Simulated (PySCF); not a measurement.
A GIAO shielding run with PySCF (density fitting, non-relativistic, gas phase) on SMILES CCO[Si@H](O)[SiH2][SiH2]N, C2H13NO2Si3:

```
$ OMP_NUM_THREADS=1 python probes_run.py task.json out

{"job": {"kind": "nmr", "xc": "PBE0", "basis": "pcSseg-1"}, "charge": 0, "multiplicity": 1}
C      2.426493     1.245208    -1.205985
C      2.476280     0.363879     0.033506
O      1.187137    -0.069485     0.363102
Si     0.712840    -1.517153     0.949981
O      1.275108    -2.765531     0.054660
Si    -1.533054    -1.120471     0.866612
Si    -2.115858     0.902753    -0.097982
N     -3.843075     0.940374    -0.156180
H      1.759339     2.086204    -1.034566
H      2.051056     0.675167    -2.052443
H      3.421276     1.615483    -1.439790
H      3.129580    -0.498374    -0.141620
H      2.878369     0.928690     0.883784
H      1.434990    -1.866517     2.172702
H      0.985045    -2.934812    -0.837238
H     -2.216333    -2.257556     0.210548
H     -2.073804    -1.225635     2.238670
H     -1.544544     2.065361     0.616378
H     -1.747523     1.096719    -1.507930
H     -4.308587     1.738251    -0.557597
H     -4.363651     0.614386     0.640915
```

Hardware: 1 thread of an Arm Neoverse N1, shared host. The job also computes population analyses, field gradients.

Q: How large is the calculation?

A: 90 electrons, 222 basis functions and 1221 auxiliary functions.

Q: How long does it take, and how much memory does it need?

A: 78 s of wall time, with 14 SCF cycles and 4 response iterations; peak memory 1 GiB. Times on a shared host scatter by some tens of per cent.
